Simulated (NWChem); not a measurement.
Program: NWChem. System: H$_{5}$NSi, charge 0, spin multiplicity 1, at a geometry optimised with B3LYP/def2-SVP. The structure started from a generated list of species. Level: TD-PBE/aug-cc-pVDZ.

The NWChem input:

```
start mol
memory heap 200 mb stack 900 mb global 1100 mb
geometry units angstroms nocenter noautoz
  Si     0.577228     0.041841     0.000000
  N     -1.151169    -0.146745     0.000000
  H      1.111187    -0.621536    -1.224796
  H      1.111187    -0.621536     1.224796
  H      1.099459     1.449779     0.000000
  H     -1.672422     0.117369    -0.831826
  H     -1.672422     0.117369     0.831826
  symmetry group Cs
end
basis spherical
  * library aug-cc-pvdz
end
dft
  xc xpbe96 cpbe96
  semidirect memsize 60000000 filesize 0
  iterations 100
end
tddft
  rpa
  nroots 6
  notriplet
  thresh 1e-4
end
task tddft energy
```

NWChem printed:

```
             Northwest Computational Chemistry Package (NWChem) 7.3.0
             --------------------------------------------------------

                                NWChem Input Module
                                -------------------

 Scaling coordinates for geometry "geometry" by  1.889725989
 (inverse scale =  0.529177249)

 Turning off AUTOSYM since
 SYMMETRY directive was detected!

                             Geometry "geometry" -> ""
                             -------------------------

 Output coordinates in angstroms (scale by  1.889725989 to convert to a.u.)

  No.       Tag          Charge          X              Y              Z
 ---- ---------------- ---------- -------------- -------------- --------------
    1 Si                  14.0000     0.57722800     0.04184100     0.00000000
    2 N                    7.0000    -1.15116900    -0.14674500     0.00000000
    3 H                    1.0000     1.11118700    -0.62153600    -1.22479600
    4 H                    1.0000     1.11118700    -0.62153600     1.22479600
    5 H                    1.0000     1.09945900     1.44977900     0.00000000
    6 H                    1.0000    -1.67242200     0.11736900    -0.83182600
    7 H                    1.0000    -1.67242200     0.11736900     0.83182600

 Effective nuclear repulsion energy (a.u.)      64.2993231658

            Nuclear Dipole moment (a.u.)
            ----------------------------
        X                 Y               Z
 ---------------- ---------------- ----------------
    -0.0000037795     0.0000075589     0.0000000000

      Symmetry information
      --------------------

 Group name             Cs
 Group number              2
 Group order               2
 No. of unique centers     5

      Symmetry unique atoms

     1    2    3    5    6


 Summary of "ao basis" -> "" (spherical)
 ------------------------------------------------------------------------------
       Tag                 Description            Shells   Functions and Types
 ---------------- ------------------------------  ------  ---------------------
 *                        aug-cc-pvdz                 on all atoms

  pbe96 is a nonlocal functional; adding pw91lda local functional.

                                 NWChem DFT Module
                                 -----------------

 Summary of "ao basis" -> "ao basis" (spherical)
 ------------------------------------------------------------------------------
       Tag                 Description            Shells   Functions and Types
 ---------------- ------------------------------  ------  ---------------------
 Si                       aug-cc-pvdz               11       27   5s4p2d
 N                        aug-cc-pvdz                9       23   4s3p2d
 H                        aug-cc-pvdz                5        9   3s2p

 Summary of "ao basis" -> "ao basis" (spherical)
 ------------------------------------------------------------------------------
       Tag                 Description            Shells   Functions and Types
 ---------------- ------------------------------  ------  ---------------------
 Si                       aug-cc-pvdz               11       27   5s4p2d
 N                        aug-cc-pvdz                9       23   4s3p2d
 H                        aug-cc-pvdz                5        9   3s2p

      Symmetry analysis of basis
      --------------------------

        a'         60
        a"         35

            General Information
            -------------------
          SCF calculation type: DFT
          Wavefunction type:  closed shell.
          No. of atoms     :     7
          No. of electrons :    26
           Alpha electrons :    13
            Beta electrons :    13
          Charge           :     0
          Spin multiplicity:     1
          Use of symmetry is: off; symmetry adaption is: on
          Maximum number of iterations: 100
          AO basis - number of functions:    95
                     number of shells:    45
          Convergence on energy requested:  1.00D-06
          Convergence on density requested:  1.00D-05
          Convergence on gradient requested:  5.00D-04

              XC Information
              --------------
          PerdewBurkeErnzerhof Exchange Functional  1.000
            Perdew 1991 LDA Correlation Functional  1.000 local
           PerdewBurkeErnz. Correlation Functional  1.000 non-local

             Grid Information
             ----------------
          Grid used for XC integration:  medium
          Radial quadrature: Mura-Knowles
          Angular quadrature: Lebedev.
          Tag              B.-S. Rad. Rad. Pts. Rad. Cut. Ang. Pts.
          ---              ---------- --------- --------- ---------
          Si                  1.10       88          13.0       590
          N                   0.65       49          13.0       434
          H                   0.35       45          14.0       434
          Grid pruning is: on
          Number of quadrature shells:   362
          Spatial weights used:  Erf1

          Convergence Information
          -----------------------
          Convergence aids based upon iterative change in
          total energy or number of iterations.
          Levelshifting, if invoked, occurs when the
          HOMO/LUMO gap drops below (HL_TOL):  1.00D-02
          DIIS, if invoked, will attempt to extrapolate
          using up to (NFOCK): 10 stored Fock matrices.

                    Damping( 0%)  Levelshifting(0.5)       DIIS
                  --------------- ------------------- ---------------
          dE  on:    start            ASAP                start
[...]
     2   0 1 1      0.000000      0.000000      0.000000      0.000000
     2   0 0 2    -15.539893    -15.597933    -15.597933     15.655973

                                NWChem TDDFT Module
                                -------------------

            General Information
            -------------------
           No. of orbitals :     190
            Alpha orbitals :      95
             Beta orbitals :      95
        Alpha frozen cores :       0
         Beta frozen cores :       0
     Alpha frozen virtuals :       0
      Beta frozen virtuals :       0
         Spin multiplicity :       1
    Number of AO functions :      95
        Use of symmetry is : off
      Symmetry adaption is : on
         Schwarz screening :  0.10D-07

              XC Information
              --------------
   PerdewBurkeErnzerhof Exchange Functional   1.00
     Perdew 1991 LDA Correlation Functional   1.00 local
    PerdewBurkeErnz. Correlation Functional   1.00 non-local

             TDDFT Information
             -----------------
          Calculation type : TDDFT
         Wavefunction type : Restricted singlets
          No. of electrons :      26
           Alpha electrons :      13
            Beta electrons :      13
              No. of roots :       6
          Max subspacesize :    5200
            Max iterations :     100
               Target root :       1
           Target symmetry : none
      Symmetry restriction : off
                 Algorithm : Optimal
        Davidson threshold :  0.10D-03

            Memory Information
            ------------------
          Available GA space size is         144170175 doubles
          Available MA space size is          50654020 doubles
          Length of a trial vector is         1066
          Algorithm : Incore multiple tensor contraction
          Estimated peak GA usage is          22654892 doubles
          Estimated peak MA usage is             25800 doubles

    6 smallest eigenvalue differences (eV)
--------------------------------------------------------
  No. Spin  Occ  Vir  Irrep   E(Occ)    E(Vir)   E(Diff)
--------------------------------------------------------
    1    1   13   14 a'       -0.221    -0.035     5.072
    2    1   13   15 a'       -0.221    -0.004     5.920
    3    1   13   16 a"       -0.221     0.010     6.308
    4    1   13   17 a'       -0.221     0.019     6.555
    5    1   13   18 a"       -0.221     0.022     6.616
    6    1   13   19 a'       -0.221     0.023     6.640
--------------------------------------------------------

  Entering Davidson iterations
  Restricted singlet excited states

  Iter   NTrls   NConv    DeltaV     DeltaE      Time
  ----  ------  ------  ---------  ---------  ---------
    1      6       0     0.18E+00   0.10+100        4.2
    2     12       0     0.56E-01   0.91E-02        4.1
    3     24       0     0.13E-01   0.11E-02        5.4
    4     36       0     0.40E-02   0.78E-04        5.6
    5     48       0     0.20E-02   0.83E-05        5.5
    6     60       0     0.87E-03   0.20E-05        5.5
    7     72       2     0.31E-03   0.38E-06        5.6
    8     80       4     0.13E-03   0.44E-07        4.8
    9     84       6     0.58E-04   0.89E-08        3.8
  ----  ------  ------  ---------  ---------  ---------
  Convergence criterion met

  Ground state a'       -347.035386761143 a.u.

  ----------------------------------------------------------------------------
  Root   1 singlet a'             0.189282839 a.u.                5.1507 eV
  ----------------------------------------------------------------------------
     Transition Moments    X  0.09344   Y  0.37224   Z  0.00000
     Transition Moments   XX -0.04880  XY -1.43112  XZ  0.00000
     Transition Moments   YY -0.48316  YZ -0.00000  ZZ  0.46091
     Dipole Oscillator Strength                    0.0185871631
     Electric Quadrupole                           0.0000000820
     Magnetic Dipole                               0.0000010092
     Total Oscillator Strength                     0.0185882543

          sigma_e =   3.0394 Angstrom
          sigma_h =   1.5161 Angstrom
         |d_h->e| =   0.5261 Angstrom
            d_exc =   3.4317 Angstrom
            d_CD1 =   2.0494 Angstrom
            d_CD2 =  -1.7517 Angstrom
            d_CD3 =   3.9578 Angstrom
     Pearson C.C. =   0.0040

     Occ.   13  a'  ---  Virt.   14  a'   0.99599 X
     Occ.   13  a'  ---  Virt.   15  a'   0.06413 X
  ----------------------------------------------------------------------------
  Root   2 singlet a'             0.218771350 a.u.                5.9531 eV
  ----------------------------------------------------------------------------
     Transition Moments    X -0.17886   Y -0.37929   Z  0.00000
     Transition Moments   XX -0.12139  XY -1.31049  XZ  0.00000
     Transition Moments   YY -0.92490  YZ  0.00000  ZZ  0.43540
     Dipole Oscillator Strength                    0.0256475351
     Electric Quadrupole                           0.0000001218
     Magnetic Dipole                               0.0000000001
     Total Oscillator Strength                     0.0256476570

          sigma_e =   3.3810 Angstrom
          sigma_h =   1.4926 Angstrom
         |d_h->e| =   2.8543 Angstrom
            d_exc =   4.6632 Angstrom
            d_CD1 =   4.7427 Angstrom
            d_CD2 =   0.4175 Angstrom
            d_CD3 =   7.5175 Angstrom
     Pearson C.C. =   0.0060

     Occ.   13  a'  ---  Virt.   14  a'  -0.05972 X
     Occ.   13  a'  ---  Virt.   15  a'   0.99482 X
  ----------------------------------------------------------------------------
  Root   3 singlet a"             0.231606394 a.u.                6.3023 eV
  ----------------------------------------------------------------------------
     Transition Moments    X  0.00000   Y -0.00000   Z  0.04191
     Transition Moments   XX  0.00000  XY  0.00000  XZ -0.59178
     Transition Moments   YY -0.00000  YZ  0.23747  ZZ  0.00000
     Dipole Oscillator Strength                    0.0002712672
     Electric Quadrupole                           0.0000000269
     Magnetic Dipole                               0.0000003486
     Total Oscillator Strength                     0.0002716427

          sigma_e =   3.7595 Angstrom
          sigma_h =   1.4878 Angstrom
         |d_h->e| =   0.8465 Angstrom
            d_exc =   4.1324 Angstrom
            d_CD1 =   3.1181 Angstrom
            d_CD2 =  -1.7771 Angstrom
            d_CD3 =   4.9788 Angstrom
     Pearson C.C. =  -0.0011

     Occ.   13  a'  ---  Virt.   16  a"  -0.99781 X
     Occ.   13  a'  ---  Virt.   18  a"   0.05895 X
  ----------------------------------------------------------------------------
  Root   4 singlet a'             0.241372228 a.u.                6.5681 eV
  ----------------------------------------------------------------------------
     Transition Moments    X -0.21876   Y  0.12604   Z  0.00000
     Transition Moments   XX -0.22604  XY -0.90234  XZ -0.00000
     Transition Moments   YY  0.40548  YZ  0.00000  ZZ -0.46606
     Dipole Oscillator Strength                    0.0102571499
     Electric Quadrupole                           0.0000000761
     Magnetic Dipole                               0.0000005177
     Total Oscillator Strength                     0.0102577437

          sigma_e =   3.7737 Angstrom
          sigma_h =   1.4820 Angstrom
         |d_h->e| =   0.0791 Angstrom
            d_exc =   4.0639 Angstrom
            d_CD1 =   2.3709 Angstrom
            d_CD2 =  -2.5487 Angstrom
            d_CD3 =   4.1430 Angstrom
     Pearson C.C. =  -0.0064

     Occ.   13  a'  ---  Virt.   17  a'  -0.94029 X
     Occ.   13  a'  ---  Virt.   19  a'  -0.33138 X
     Occ.   13  a'  ---  Virt.   20  a'   0.05166 X
  ----------------------------------------------------------------------------
  Root   5 singlet a"             0.243613617 a.u.                6.6291 eV
  ----------------------------------------------------------------------------
     Transition Moments    X  0.00000   Y -0.00000   Z  0.13610
     Transition Moments   XX  0.00000  XY  0.00000  XZ  1.07963
     Transition Moments   YY  0.00000  YZ  0.19844  ZZ  0.00000
     Dipole Oscillator Strength                    0.0030082798
     Electric Quadrupole                           0.0000000928
     Magnetic Dipole                               0.0000010167
     Total Oscillator Strength                     0.0030093893

          sigma_e =   3.1537 Angstrom
          sigma_h =   1.4649 Angstrom
         |d_h->e| =   1.0594 Angstrom
            d_exc =   3.6407 Angstrom
            d_CD1 =   2.7482 Angstrom
            d_CD2 =  -1.2499 Angstrom
            d_CD3 =   4.7001 Angstrom
     Pearson C.C. =  -0.0044

     Occ.   13  a'  ---  Virt.   16  a"   0.05774 X
     Occ.   13  a'  ---  Virt.   18  a"   0.99693 X
  ----------------------------------------------------------------------------
  Root   6 singlet a'             0.245754966 a.u.                6.6873 eV
  ----------------------------------------------------------------------------
     Transition Moments    X  0.19404   Y  0.15253   Z  0.00000
     Transition Moments   XX  0.20163  XY -0.60703  XZ  0.00000
     Transition Moments   YY -0.10130  YZ -0.00000  ZZ -0.22540
     Dipole Oscillator Strength                    0.0099807157
     Electric Quadrupole                           0.0000000329
     Magnetic Dipole                               0.0000000692
     Total Oscillator Strength                     0.0099808179

          sigma_e =   3.9477 Angstrom
          sigma_h =   1.4917 Angstrom
         |d_h->e| =   1.6185 Angstrom
            d_exc =   4.5240 Angstrom
            d_CD1 =   4.0744 Angstrom
            d_CD2 =  -1.1012 Angstrom
            d_CD3 =   6.1425 Angstrom
     Pearson C.C. =  -0.0032

     Occ.   13  a'  ---  Virt.   17  a'  -0.30304 X
     Occ.   13  a'  ---  Virt.   19  a'   0.91053 X
     Occ.   13  a'  ---  Virt.   20  a'   0.26477 X
     Occ.   13  a'  ---  Virt.   28  a'  -0.06322 X

              Target root =      1
          Target symmetry = none
      Ground state energy =   -347.035386761143
        Excitation energy =      0.189282839038
     Excited state energy =   -346.846103922105

  stored tddft:energy   -346.84610392210521

 Task  times  cpu:       49.9s     wall:       49.9s

 Total times  cpu:       49.9s     wall:       49.9s
```
